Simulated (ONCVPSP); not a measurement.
**oxygen (O): excitation energies, all-electron against ONCV**

oxygen (O), optimised norm-conserving Vanderbilt (ONCV), made with ONCVPSP 4.0.1 (LDA (Perdew-Wang 92), scalar-relativistic). Core [He], reference 2s2 2p3 (charge +1). Waves: 2s: rc 0.90 bohr, ncon 4, nbas 8, qcut 7.3 1/bohr, local; 2p: rc 1.55 bohr, ncon 4, nbas 7, qcut 7.7 1/bohr, 2 projectors, debl 3.4 Ha; d scattering state at 0.17 Ha: rc 1.70 bohr, ncon 4, nbas 8, qcut 6 1/bohr, 2 projectors, debl 0.5 Ha. Local part: the s channel. Core correction: none.

Energies are relative to the spin-unpolarised reference configuration 2s2 2p3; without spin polarisation the order of configurations can differ from experiment.

| valence configuration | charge | ΔE all-electron (eV) | error AE − PS (meV) |
| --- | --- | --- | --- |
| 2s2 2p4 | 0 | -16.585 | +44 |
| 2s2 2p1 | +3 | 87.684 | +857 |

Q: What are ΔE and the potential's error for 2s0 2p6?

A: ΔE = 12.646 eV all-electron; the error (AE − PS) is +313 meV.

Q: What are ΔE and the potential's error for 2s2 2p2?

A: ΔE = 33.713 eV all-electron; the error (AE − PS) is +139 meV.
